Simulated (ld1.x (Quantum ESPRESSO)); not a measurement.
# An all-electron radial function and its pseudo partner (oxygen)

Columns: radius, all-electron u(r) and pseudo u(r) of the 2p shell (level -9.02 eV) of oxygen in the configuration [He] 2s2 2p4; BLYP, scalar-relativistic, ultrasoft scheme, ld1.x (Quantum ESPRESSO) 7.5.

```tsv
r (bohr)	all-electron	pseudo
0.060	0.0436	0.0119
0.120	0.1393	0.0468
0.180	0.2537	0.1025
0.240	0.3686	0.1752
0.300	0.4747	0.2604
0.360	0.5675	0.3528
0.420	0.6455	0.4469
0.480	0.7089	0.5376
0.540	0.7586	0.6204
0.600	0.7956	0.6916
0.660	0.8213	0.7490
0.720	0.8371	0.7914
0.780	0.8444	0.8189
0.840	0.8447	0.8329
0.900	0.8392	0.8353
0.960	0.8290	0.8287
1.020	0.8150	0.8156
1.080	0.7982	0.7985
1.140	0.7790	0.7791
1.200	0.7583	0.7583
1.260	0.7362	0.7362
1.320	0.7134	0.7134
1.380	0.6901	0.6901
1.440	0.6665	0.6665
1.500	0.6429	0.6429
1.560	0.6194	0.6194
```

(1) How many radial nodes do the two functions have?

(2) At about which radius was the pseudo-wave matched?

(3) Is the pseudo-wave norm-conserving?

Answers

(1) The all-electron 2p function has n − l − 1 = 0; the pseudo-wave has 0.

(2) 1.20 bohr. The columns agree to 0.0005 from 1.08 bohr on; several derivatives are matched, so the curves merge somewhat inside the radius.

(3) No, it belongs to an ultrasoft set: the norm inside the radius is not constrained, and the difference is carried by the augmentation charge.
